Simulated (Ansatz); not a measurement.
Consider the ligand exchange at the Al–Cl bond: `[NH2][AlH][Cl]` + `BS` → `B[S][AlH][NH2]` + HCl.

Gas-phase electronic energies from Ansatz, PBE0-D4/def2-TZVP geometries. CCSD(T)/CBS is the MP2 limit (def2-TZVPP, def2-QZVPP) plus CCSD(T) − MP2 in def2-TZVPP, frozen cores. This one scheme is used for every species. DFT in def2-TZVPP. Each species was taken in one conformer, which may not be the lowest.

Task: Is it downhill or uphill in electronic energy at CCSD(T)/CBS, and by how much? (Estimate.)

Result: Computed: Uphill: ΔE = +67.0 kJ/mol.

Task: What do these levels give: LDA (SPW92), PBE-D4, r2SCAN0-D4, BHLYP-D4, PBE-QIDH, BHLYP, CCSD(T)/def2-SVP, MP2/def2-TZVPP, HF/def2-QZVPP, HF/CBS(def2), MP2/CBS(def2), CCSD/CBS(def2)? (An estimate is asked.)

Result: The calculation gave: LDA (SPW92) 64.4, PBE-D4 64.7, r2SCAN0-D4 71.0, BHLYP-D4 72.6, PBE-QIDH 68.8, BHLYP 78.0, CCSD(T)/def2-SVP 74.0, MP2/def2-TZVPP 66.7, HF/def2-QZVPP 82.5, HF/CBS(def2) 82.5, MP2/CBS(def2) 66.7, CCSD/CBS(def2) 69.6 kJ/mol.

Largest T1 diagnostic among the species: 0.015.

Leaving LDA and LC-ωPBE aside and taking each functional with its dispersion term where it has one, the values, not all of them listed here, spread over 9.7 kJ/mol, from revPBE-D4 to CAM-B3LYP-D4. LDA lies −3.9 kJ/mol from PBE without D4. At CCSD(T), def2-SVP lies +7.0 kJ/mol from the extrapolated value and def2-TZVPP −0.0 kJ/mol.
